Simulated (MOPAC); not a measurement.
Input file for MOPAC: AM1 on H4O3Sn (SMILES [OH][SnH]([OH])[OH]), a point of a torsion scan.

```
AM1 1SCF PRECISE CHARGE=0 THREADS=1
H4O3Sn

O      1.74101027 1     0.04828457 1    -0.56339538 1
Sn     0.03498033 1     0.13111466 1     0.28993017 1
O     -1.02667022 1    -1.32442269 1    -0.39422843 1
O      0.31429788 1    -0.38165520 1     2.11095576 1
H      2.38651353 1    -0.48428349 1    -0.09713067 1
H     -0.60815919 1     1.62783751 1     0.05974131 1
H     -0.94500326 1    -1.49024941 1    -1.33259818 1
H     -0.36003466 1    -0.96827568 1     2.45474883 1
```

Output:

```
*******************************************************************************
 **                                                                           **
 **                              MOPAC v23.2.5                                **
 **                                                                           **
 *******************************************************************************
 ** MOPAC's Digital Object Identifier: https://doi.org/10.5281/zenodo.6511958 **
 **                                                                           **
 ** Please cite the open-source release paper for use of this MOPAC version:  **
 ** J. E. Moussa and J. J. P. Stewart (2026)                                  **
 ** MOPAC: An open-source semiempirical molecular orbital program             **
 ** J. Open Source Softw., 11(119), 8025, https://doi.org/10.21105/joss.08025 **
 *******************************************************************************

                              AM1 CALCULATION RESULTS

 *******************************************************************************
 *  AM1        - The AM1 Hamiltonian to be used
 *
 *
 *
 *                 CHARGE ON SYSTEM = 0
 *
 *
 *
 *  PRECISE    - TIGHTER CRITERIA TO BE USED
 *  1SCF       - DO 1 SCF AND THEN STOP
 *  THREADS=1  - MULTI-THREADING NOT USED
 *  T=         - A TIME OF 172800.0 SECONDS REQUESTED
 *  DUMP=N     - RESTART FILE WRITTEN EVERY 7200.0 SECONDS REQUESTED
 *******************************************************************************
AM1 1SCF PRECISE CHARGE=0 THREADS=1
 H4O3Sn

   ATOM   CHEMICAL          X               Y               Z
  NUMBER   SYMBOL      (ANGSTROMS)     (ANGSTROMS)     (ANGSTROMS)

     1       O          1.74101027  *   0.04828457  *  -0.56339538  *
     2      Sn          0.03498033  *   0.13111466  *   0.28993017  *
     3       O         -1.02667022  *  -1.32442269  *  -0.39422843  *
     4       O          0.31429788  *  -0.38165520  *   2.11095576  *
     5       H          2.38651353  *  -0.48428349  *  -0.09713067  *
     6       H         -0.60815919  *   1.62783751  *   0.05974131  *
     7       H         -0.94500326  *  -1.49024941  *  -1.33259818  *
     8       H         -0.36003466  *  -0.96827568  *   2.45474883  *



          CARTESIAN COORDINATES

    NO.       ATOM           X           Y           Z

     1         O          1.7410      0.0483     -0.5634
     2        Sn          0.0350      0.1311      0.2899
     3         O         -1.0267     -1.3244     -0.3942
     4         O          0.3143     -0.3817      2.1110
     5         H          2.3865     -0.4843     -0.0971
     6         H         -0.6082      1.6278      0.0597
     7         H         -0.9450     -1.4902     -1.3326
     8         H         -0.3600     -0.9683      2.4547

  H: (AM1): M.J.S. DEWAR ET AL, J. AM. CHEM. SOC. 107 3902-3909 (1985)
  O: (AM1): M.J.S. DEWAR ET AL, J. AM. CHEM. SOC. 107 3902-3909 (1985)
 Sn: (AM1): J. J. P. STEWART, J. MOL. MOD., 10, 155-164 (2004)

           Empirical Formula: H4 O3 Sn  =     8 atoms



      MOLECULAR POINT GROUP   :   C1


      RHF CALCULATION, NO. OF DOUBLY OCCUPIED LEVELS = 13


 -------------------------------------------------------------------------------
 AM1 1SCF PRECISE CHARGE=0 THREADS=1
 H4O3Sn



     1SCF WAS SPECIFIED, SO BFGS WAS NOT USED
     SCF FIELD WAS ACHIEVED


                              AM1 CALCULATION
                                                       MOPAC v23.2.5 Linux




          FINAL HEAT OF FORMATION =       -120.62906 KCAL/MOL =    -504.71200 KJ/MOL


          COSMO AREA              =        111.03 SQUARE ANGSTROMS
          COSMO VOLUME            =         98.82 CUBIC ANGSTROMS

          IONIZATION POTENTIAL    =         10.394463 EV
          HOMO LUMO ENERGIES (EV) =        -10.394 -0.000
          NO. OF FILLED LEVELS    =         13
          MOLECULAR WEIGHT        =        170.7198         POINT GROUP:  C1

          MOLECULAR DIMENSIONS (Angstroms)

            Atom       Atom       Distance
            H     8    H     7     3.86764
            H     5    H     6     3.66790
            O     3    O     1     2.68441


          SCF CALCULATIONS        =          1





   ATOM   CHEMICAL          X               Y               Z
  NUMBER   SYMBOL      (ANGSTROMS)     (ANGSTROMS)     (ANGSTROMS)

     1       O          1.74101027  *   0.04828457  *  -0.56339538  *
     2      Sn          0.03498033  *   0.13111466  *   0.28993017  *
     3       O         -1.02667022  *  -1.32442269  *  -0.39422843  *
     4       O          0.31429788  *  -0.38165520  *   2.11095576  *
     5       H          2.38651353  *  -0.48428349  *  -0.09713067  *
     6       H         -0.60815919  *   1.62783751  *   0.05974131  *
     7       H         -0.94500326  *  -1.49024941  *  -1.33259818  *
     8       H         -0.36003466  *  -0.96827568  *   2.45474883  *

                             CARTESIAN COORDINATES

   1    O        1.741010270     0.048284570    -0.563395380
   2   Sn        0.034980330     0.131114660     0.289930170
   3    O       -1.026670220    -1.324422690    -0.394228430
   4    O        0.314297880    -0.381655200     2.110955760
   5    H        2.386513530    -0.484283490    -0.097130670
   6    H       -0.608159190     1.627837510     0.059741310
   7    H       -0.945003260    -1.490249410    -1.332598180
   8    H       -0.360034660    -0.968275680     2.454748830


           Empirical Formula: H4 O3 Sn  =     8 atoms



      MOLECULAR POINT GROUP   :   C1


                  EIGENVALUES
 -35.09321 -33.98086 -33.91769 -16.38967 -15.89360 -15.74441 -13.15052 -12.14408
 -11.45160 -11.17558 -10.99602 -10.87027 -10.39446  -0.00026   5.45386   5.55958
   6.63679   7.08697   7.47836   7.82231


              NET ATOMIC CHARGES AND DIPOLE CONTRIBUTIONS

  ATOM NO.   TYPE          CHARGE      No. of ELECS.   s-Pop       p-Pop
    1          O          -0.872046        6.8720     1.84290     5.02914
    2         Sn           2.429193        1.5708     0.86708     0.70373
    3          O          -0.876702        6.8767     1.84264     5.03406
    4          O          -0.871476        6.8715     1.84157     5.02990
    5          H           0.194121        0.8059     0.80588
    6          H          -0.393495        1.3935     1.39349
    7          H           0.193038        0.8070     0.80696
    8          H           0.197367        0.8026     0.80263
 DIPOLE           X         Y         Z       TOTAL
 POINT-CHG.    -1.719     2.674    -0.545     3.226
 HYBRID         0.384    -1.452     0.035     1.503
 SUM           -1.336     1.222    -0.510     1.881


          ATOMIC ORBITAL ELECTRON POPULATIONS

     Atom    s        px        py        pz
    1  O   1.84290   1.53424   1.74608   1.74883
    2 Sn   0.86708   0.21703   0.28666   0.20004
    3  O   1.84264   1.89875   1.86028   1.27503
    4  O   1.84157   1.60661   1.69691   1.72639
    5  H   0.80588
    6  H   1.39349
    7  H   0.80696
    8  H   0.80263

 **********************
 *                    *
 * JOB ENDED NORMALLY *
 *                    *
 **********************




 == MOPAC DONE ==
```

The run finished.

Cost: around 0.010 core-seconds (rough).
